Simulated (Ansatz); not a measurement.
Basis sets compared for the cluster Ti₂S₃. Charge 0, multiplicity 1. Geometry PBE-D4/def2-SVP. Ansatz on 4 threads of Intel Xeon on a shared host; times are rough, and most runs start from earlier orbitals.

```tsv
atom	x (Å)	y (Å)	z (Å)
Ti1	1.016	0.057	-0.519
Ti2	-1.016	-0.057	0.519
S3	-0.549	1.694	-0.888
S4	-0.353	-1.747	-0.885
S5	0.902	0.053	1.773
```

The restricted singlet is unstable towards broken spin symmetry in Hartree–Fock (as tested in another run); at PBE-D4/def2-SVP, PBE0-D4/def2-SVP, PBE0-D4/def2-TZVP this wasn't settled. No other spin state of charge 0 was run. The structure comes from a short search, and lower isomers may exist.

Binding counts from free atoms (Ti triplet, S triplet) in the same basis, without a counterpoise term.

| level | functions | energy (Eh) | HOMO (eV) | LUMO (eV) | binding per atom (eV) | wall time |
| --- | --- | --- | --- | --- | --- | --- |
| PBE-D4/def2-SVP | 116 | -2892.2158 | -4.48 | -2.98 | 4.53 | 2.9 s |
| PBE0-D4/def2-SVP | 116 | -2892.3059 | -5.85 | -2.10 | 3.96 | 5.5 s |

Q: Estimate the rows for PBE-D4/def2-TZVP (with forces), PBE0-D4/def2-TZVP.

A: 
```tsv
level	functions	energy (Eh)	HOMO (eV)	LUMO (eV)	binding per atom (eV)	wall time
PBE-D4/def2-TZVP (with forces)	201	-2892.8504	-4.68	-3.26	–	6.5 s
PBE0-D4/def2-TZVP	201	-2892.9343	-6.02	-2.32	3.96	12 s
```
